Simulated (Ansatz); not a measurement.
Cost and result up the ladder for BPH3F3 (relaxed from a model of B(PH3)F3, whose bonding it doesn't keep) (8 atoms). Charge 0, multiplicity 1. Geometry: PBE-D4/def2-SVP.

Cartesian coordinates in Å:
```
B 0.255 1.346 -0.871
F -0.210 2.169 0.070
F -0.546 0.974 -1.869
F 1.570 1.155 -0.981
P -0.175 -0.943 0.611
H -1.493 -1.314 1.042
H 0.437 -1.144 1.893
H 0.162 -2.243 0.105
```

Ansatz on 2 threads of Intel Xeon Platinum 8488C on a shared host. Times are rough, and most runs start from the orbitals of an earlier one. PBE0-D4/def2-TZVP serves as the yardstick here, not as an exact answer. Differences are given only for rows in sets of like size (and for xTB, whose basis is part of the method), since another set adds its own error. Binding counts from free atoms at the same level (B doublet, F doublet, P quartet, H doublet; other spins of the atoms weren't run), without zero-point energy or a counterpoise term.

Correlated methods freeze 9 core orbitals. The rows differ in basis, and correlated rows in double-zeta sets carry the largest basis error. In the singlet geometry the species has come apart into loosely held pieces.

Correlated methods converge slowly with the basis, most of all in double-zeta sets.

```csv
level,functions,wall time
PBE-D4/def2-SVP,89,0.75 s
LDA (SPW92)/def2-TZVP,179,0.9 s
PBE0-D4/def2-SVP,89,1.1 s
revPBE-D4/def2-TZVP,179,1.4 s
PBE-D4/def2-TZVP (with forces),179,1.9 s
PBE0-D4/def2-TZVP,179,1.9 s
MP2/def2-TZVP,179,2.2 s
r2SCAN-D4/def2-TZVP,179,2.4 s
r2SCANh-D4/def2-TZVP,179,3.1 s
CCSD(T)/def2-SVP,89,4 s
```

**Question.** Estimate what each level gives for the binding energy per atom (eV).

**Answer.** 
```tsv
level	binding energy per atom (eV)	difference from PBE0-D4/def2-TZVP (eV)
PBE-D4/def2-SVP	4.00	–
LDA (SPW92)/def2-TZVP	4.47	0.63
PBE0-D4/def2-SVP	3.88	–
revPBE-D4/def2-TZVP	3.82	-0.01
PBE-D4/def2-TZVP (with forces)	3.94	0.10
PBE0-D4/def2-TZVP	3.84	0.00
MP2/def2-TZVP	3.84	0.00
r2SCAN-D4/def2-TZVP	3.88	0.04
r2SCANh-D4/def2-TZVP	3.84	0.01
CCSD(T)/def2-SVP	3.66	–
```
